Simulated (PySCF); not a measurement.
Magnetic susceptibility: `[O-]C(/C=C/C)=C/OC`, [C6H9O2]-, charge -1

Cartesian coordinates in Å; atom numbers follow the order of the lines, from 1:
```xyz
17

C    -2.719   -0.845   -0.581
C    -1.927    0.335   -0.106
C    -0.663    0.299    0.301
C     0.083    1.508    0.749
O    -0.519    2.619    0.867
C     1.409    1.313    1.043
O     2.101    0.086    0.854
C     2.741    0.018   -0.387
H    -3.596   -1.005    0.052
H    -3.077   -0.689   -1.603
H    -2.111   -1.749   -0.563
H    -2.442    1.287   -0.092
H    -0.111   -0.634    0.311
H     2.055    2.145    1.313
H     3.247   -0.952   -0.450
H     3.492    0.817   -0.499
H     2.028    0.107   -1.220
```

Total charge -1.

Computed with GIAO wB97X-D/aug-pcSseg-1 magnetisability, rotational g tensor and spin-rotation constants, non-relativistic, gas phase in PySCF 2.14.0. Geometry: GFN2-xTB.

For an ion the centre-of-mass motion in the field is neglected.

Problem. How diamagnetic is it, and how anisotropic?

Solution. Isotropic -1148 × 10⁻³⁰ J/T², or -69.1 × 10⁻⁶ cm³/mol; principal values -1410, -1042, -991 × 10⁻³⁰ J/T², anisotropy 396 × 10⁻³⁰ J/T² (root of half the summed squared differences of the principal values). The susceptibility is in cgs units.

Problem. Split it along the inertial axes a, b, c into diamagnetic and paramagnetic parts about the centre of mass, with the quadrupole moment.

Solution. 
| axis | χ (10⁻⁶ cm³/mol) | diamagnetic (10⁻⁶ cm³/mol) | paramagnetic (10⁻⁶ cm³/mol) | summed x² of all electrons (Å²) | quadrupole Θ (D Å) |
| --- | --- | --- | --- | --- | --- |
| a | -62.4 | -519.2 | 456.9 | 246.1 | +1.07 |
| b | -63.3 | -1140.7 | 1077.4 | 99.6 | -9.74 |
| c | -81.6 | -1466.9 | 1385.3 | 22.7 | +8.67 |

Anisotropies 2χaa − χbb − χcc = +20.2 and 2χbb − χaa − χcc = +17.4 × 10⁻⁶ cm³/mol. Θ is traceless in Buckingham's convention.

Problem. And the rotational g tensor?

Solution. 
| axis | rotational constant (GHz) | g | nuclear part | electronic part |
| --- | --- | --- | --- | --- |
| a | 3.0029 | -0.0679 | 0.5766 | -0.6445 |
| b | 1.2105 | -0.0232 | 0.5894 | -0.6127 |
| c | 0.9155 | -0.0143 | 0.5815 | -0.5958 |

Asymmetric top; isotopes 12C, 1H, 16O; no vibrational averaging.
